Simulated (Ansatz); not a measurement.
```yaml
crystal:
  periodic: [false, false, false]
  atoms:
    - {symbol: N, position_ang: [0.721960, 0.262027, 1.376306]}
    - {symbol: Si, position_ang: [-0.699479, 0.064597, 0.810704]}
    - {symbol: B, position_ang: [0.055402, -0.094641, -1.585364]}
    - {symbol: O, position_ang: [1.201724, 0.649910, -1.491112]}
    - {symbol: O, position_ang: [-0.865000, -0.704856, -2.336736]}
    - {symbol: H, position_ang: [1.406780, -0.598770, 1.674612]}
    - {symbol: H, position_ang: [0.658883, 0.796107, 2.225560]}
    - {symbol: H, position_ang: [-1.338870, 0.949302, 0.930369]}
    - {symbol: H, position_ang: [-1.260231, -1.167343, 1.020661]}
    - {symbol: H, position_ang: [1.650993, 0.838477, -0.739423]}
    - {symbol: H, position_ang: [-1.419509, -1.083971, -2.311899]}
basis:
  gaussian: {orbitals: def2-mTZVP}
hamiltonian: {xc: {name: wPBEh}}
relax: {f_tol: 0.001, max_steps: 2}
output: {forces: true}
```

```sh
$ ansatz run in.yaml --threads 4 --pin off --events-out ev --progress --plain --max-ram 10444MiB
```

Output, abridged:

```
Functional definition: wPBEh
1103 factors; their error is unknown
152 factors; integrals over basis functions are off by at most 1.9e-7 eV
mean field evaluation 1: about -14204.8939 eV, gradient 9.8e1 eV
mean field evaluation 2: about -14181.2895 eV, gradient 1.4e2 eV
mean field evaluation 4: about -14220.5902 eV, gradient 4.7e0 eV
mean field evaluation 8: about -14220.6312 eV, gradient 2.8e-1 eV
mean field evaluation 16: about -14220.7066 eV, gradient 4.2e-4 eV
mean field -14220.70660354 eV, -522.6013285390 hartree, gradient 6.8e-5 eV, S^2 0.000000; 0 other end points of the search recorded, 0 dependent functions left out
reference -14220.70664973 eV, -522.6013302363 hartree; 24, 24 occupied and 102, 102 virtual orbitals, 1103 factors
relax step   1: F+E_penalty+E_count = -14220.70660354 eV  Δ(F+E_penalty+E_count) = +0.000e0 eV  max|allowed force component| = 4.059e1 eV/Å  Δτ_max = 0.0000 Å  (29 SCF iters, accepted)
1103 factors; their error is unknown
152 factors; integrals over basis functions are off by at most 1.9e-7 eV
mean field -14229.89091108 eV, -522.9388456159 hartree, gradient 1.4e-5 eV, S^2 0.000000; 0 other end points of the search recorded, 0 dependent functions left out
reference -14229.89095616 eV, -522.9388472722 hartree; 24, 24 occupied and 102, 102 virtual orbitals, 1103 factors
relax step   2: F+E_penalty+E_count = -14229.89091108 eV  Δ(F+E_penalty+E_count) = -9.184e0 eV  max|allowed force component| = 5.890e0 eV/Å  Δτ_max = 0.1940 Å  (36 SCF iters, accepted)
Error: geometry relaxation did not converge after 2 steps: max|allowed force component| = 5.89e0 eV/Å (threshold 1.0e-3). Raise `relax.max_steps` over both its present limit and 2, loosen `relax.f_tol`, or start from a geometry closer to equilibrium. Where this run's directory can be resumed (`checkpoint.write`), a resume goes on for up to `relax.max_steps` more
```

Task: Something in this input is off. What?

Result: The relaxation is allowed too few steps for its threshold. No converged result was reached.
